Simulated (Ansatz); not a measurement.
# A geometry optimisation of CH3ClIn with r2SCAN-D4/def2-SVP

The starting geometry of this gas-phase doublet was optimised with GFN2-xTB.

```xyz
6

C     0.9107    0.3316   -1.2536
Cl   -0.5578   -0.5643   -0.9200
In    1.1625    0.1353    1.2293
H     0.6581    1.3058   -1.6616
H     1.5428   -0.2446   -1.9218
H    -0.2043   -1.1540    2.0825
```

Problem. Where would you expect an optimisation with r2SCAN-D4/def2-SVP to take it?

Solution. A new bond forms, giving a structure given below by its coordinates. Distances that change by over a tenth: In3–H6 (2.06 → 1.78 Å). Contacts that close: C1–In3 (2.50 → 2.24 Å).

The energy falls by 0.66 eV over 16 steps:

| step | E − E(last) (eV) |
| --- | --- |
| 1 | 0.661 |
| 3 | 0.110 |
| 4 | 0.044 |
| 6 | 0.031 |
| 8 | 0.026 |
| 9 | 0.023 |
| 11 | 0.003 |
| 13 | 0.000 |
| 14 | 0.000 |
| 16 | 0.000 |

Final geometry (Å):

| atom | x (Å) | y (Å) | z (Å) |
| --- | --- | --- | --- |
| C | 0.8022 | 0.2697 | -1.0810 |
| Cl | -0.8891 | -0.3401 | -1.3745 |
| In | 0.6160 | 0.3620 | 1.1456 |
| H | 0.9106 | 1.2208 | -1.6167 |
| H | 1.5018 | -0.4831 | -1.4713 |
| H | 0.5705 | -1.2195 | 1.9528 |

No frequencies were run, so the end isn't proven a minimum. Open shells are spin-unrestricted. Atoms past krypton carry core potentials, without spin–orbit terms. Run with Ansatz 0.2.0, 4.9 min on 1 thread of AMD EPYC (Zen 3), with other jobs on the host.
